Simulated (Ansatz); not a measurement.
`[SiH3]SB1BC1` + H–F → `FB1BC1` + `[SiH3]S`  (ligand exchange at a B–S bond)

Program: Ansatz. Geometries: PBE0-D4/def2-TZVP. ΔE: electronic, gas phase. CCSD(T)/CBS is the MP2 limit (def2-TZVPP, def2-QZVPP) plus CCSD(T) − MP2 in def2-TZVPP, frozen cores. This one scheme is used for every species. Functionals use def2-TZVPP. One conformer a species, not always the lowest.

(1) Is it downhill or uphill in electronic energy at CCSD(T)/CBS, and by how much? (An estimate is asked.)

(2) What do these levels give: B2PLYP, r2SCAN, LC-ωPBE, RPA@PBE/def2-TZVPP, CCSD/def2-SVP, HF/def2-TZVPP? (Estimate.)

Largest T1 diagnostic among the species: 0.014.

Answers

(1) Computed: Downhill: ΔE = -0.51 eV.

(2) Ansatz gave: B2PLYP -0.66, r2SCAN -0.64, LC-ωPBE -0.60, RPA@PBE/def2-TZVPP -0.57, CCSD/def2-SVP -0.72, HF/def2-TZVPP -0.77 eV.

At CCSD(T), def2-SVP lies −0.19 eV from the extrapolated value and def2-TZVPP −0.03 eV. From BLYP to BHLYP (50 % exact exchange), in def2-TZVPP and without D4, ΔE moves by +0.06 eV.
